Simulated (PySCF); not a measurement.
ECD: `C=C1C[Si@@H]([SeH])[C@H]1F`, C4H7FSeSi

Geometry:
```
atom   x (Å)   y (Å)   z (Å)
  C1  -1.887  -1.058   0.315
  C2  -0.869  -0.263   0.052
  C3  -0.445   1.006   0.756
 Si4   1.132   1.108  -0.336
 Se5   3.119   0.513   0.591
  C6   0.193  -0.447  -1.008
  F7   0.877  -1.649  -0.885
  H8  -2.064  -1.956  -0.252
  H9  -2.576  -0.845   1.116
 H10  -0.303   0.858   1.826
 H11  -1.169   1.809   0.636
 H12   1.298   2.246  -1.232
 H13   2.889  -0.893   0.428
 H14  -0.195  -0.429  -2.029
```

Theory: TDDFT wB97X-D/def2-SVPD circular dichroism and optical rotation, one conformer, gas phase in PySCF 2.14.0. Geometry: GFN2-xTB.

The molecule is flexible and this is one conformer; a measurement averages over conformers. The calculation is non-relativistic, which matters for the atoms heavier than Zn.

Question: Assign R or S to each stereocentre.

Answer: Si4 R, C6 R.

Question: Which excitations and rotatory strengths does the calculation give?

Answer: Rotatory strengths R in 10⁻⁴⁰ esu² cm², velocity form and length form (origin at the centre of mass); f in length form.
| state | E (eV) | λ (nm) | f | R (velocity) | R (length) | main |
| --- | --- | --- | --- | --- | --- | --- |
| 1 | 5.48 | 226 | 0.019 | -4.3 | -4.3 | HOMO→LUMO 0.70, HOMO→LUMO+2 0.16 |
| 2 | 5.50 | 226 | 0.017 | +15.3 | +14.4 | HOMO→LUMO+1 0.81 |
| 3 | 5.95 | 208 | 0.021 | -7.7 | -7.3 | HOMO−1→LUMO 0.54, HOMO−2→LUMO 0.22 |
| 4 | 6.34 | 196 | 0.040 | -24.5 | -25.7 | HOMO→LUMO+2 0.28, HOMO−1→LUMO 0.17 |
| 5 | 6.58 | 188 | 0.182 | +75.8 | +77.3 | HOMO−2→LUMO 0.57, HOMO−1→LUMO 0.21 |
| 6 | 6.71 | 185 | 0.077 | -49.9 | -49.9 | HOMO→LUMO+3 0.41, HOMO→LUMO+2 0.17 |
| 7 | 6.87 | 181 | 0.011 | -23.8 | -21.4 | HOMO−1→LUMO+1 0.65, HOMO−2→LUMO+1 0.18 |
| 8 | 6.94 | 179 | 0.033 | -73.2 | -74.5 | HOMO−4→LUMO 0.42, HOMO−3→LUMO 0.21 |

Among the states computed, the strongest CD band (largest |R|) is state 5. The largest dissymmetry factor in size, g = 4R/(D+G), with D and G the electric and magnetic dipole strengths, is -0.024 for state 8 (velocity form, f = 0.033), among bands with |R| over 0.5. The mirror image has the same energies and oscillator strengths and all R with the opposite sign.
